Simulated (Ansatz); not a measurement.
One change: `OC[B](Cl)[GeH3]` becomes `F[B](Cl)[GeH3]`.

Ansatz, PBE0-D4/def2-TZVP geometries, multiplicity 1. Each molecule was computed in one conformer, which needn't be the lowest.

Scalar relativity is left out up to krypton.

```json
{"property": "LUMO energy (PBE/def2-TZVPP) / eV", "`OC[B](Cl)[GeH3]`": "-2.88"}
{"property": "size of the dipole moment (ωB97M-V/def2-TZVPP) / D", "`OC[B](Cl)[GeH3]`": "0.97"}
{"property": "HOMO–LUMO gap (PBE0/def2-TZVPP) / eV", "`OC[B](Cl)[GeH3]`": "5.71"}
{"property": "size of the dipole moment (PBE/def2-TZVPP) / D", "`OC[B](Cl)[GeH3]`": "0.91"}
{"property": "LUMO energy (PBE0/def2-TZVPP) / eV", "`OC[B](Cl)[GeH3]`": "-1.98"}
{"property": "LUMO energy (ωB97M-V/def2-TZVPP) / eV", "`OC[B](Cl)[GeH3]`": "0.03"}
```

Task: Give the same properties after the change, and the shifts. (An estimate is asked.)

Result: Computed: 
```csv
property,`F[B](Cl)[GeH3]`,shift
LUMO energy (PBE/def2-TZVPP) / eV,-2.51,0.37
size of the dipole moment (ωB97M-V/def2-TZVPP) / D,0.60,-0.37
HOMO–LUMO gap (PBE0/def2-TZVPP) / eV,7.01,1.30
size of the dipole moment (PBE/def2-TZVPP) / D,0.49,-0.42
LUMO energy (PBE0/def2-TZVPP) / eV,-1.58,0.40
LUMO energy (ωB97M-V/def2-TZVPP) / eV,0.50,0.47
```

With PBE0 the HOMO falls by 0.89 eV and the LUMO rises by 0.40 eV, so the gap widens by about 1.29 eV. PBE moves the HOMO by -1.07 eV and ωB97M-V by -0.79 eV. Dipoles are sizes alone; their direction can turn.
